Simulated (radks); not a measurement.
Q: Tb, 65 electrons, occupied as [Xe] 4f9 6s2. All-electron calculation, scalar-relativistic Kohn-Sham, PBEsol, spin-unpolarised, spherical densities, finite nucleus; Fermi nuclear charge, rms radius 5.06 fm. Program: a radial shooting solver on a logarithmic mesh with Libxc functionals. Some entries of the table are withheld. Estimate them.

| orbital | occ. | eigenvalue (hartree) | <r> (bohr) |
|---|---|---|---|
| 1s | 2 | -1904.735 | 0.02151 |
| 2s | 2 | -315.7684 | 0.09153 |
| 2p | 6 | -280.6563 | 0.08090 |
| 3s | 2 | -70.02771 | 0.2395 |
| 3p | 6 | -59.19670 | (1) |
| 3d | 10 | -45.06781 | 0.2166 |
| 4s | 2 | -13.85910 | 0.5416 |
| 4p | 6 | -10.29217 | 0.5738 |
| 4d | 10 | -5.39502 | (2) |
| 5s | 2 | (3) | 1.326 |
| 5p | 6 | -0.91349 | 1.573 |
| 6s | 2 | -0.13682 | 4.144 |
| 4f | 9 | (4) | (5) |

A: 
(1) 3p <r> (bohr): 0.2382
(2) 4d <r> (bohr): 0.6239
(3) 5s eigenvalue (hartree): -1.74607
(4) 4f eigenvalue (hartree): -0.11302
(5) 4f <r> (bohr): 0.9101
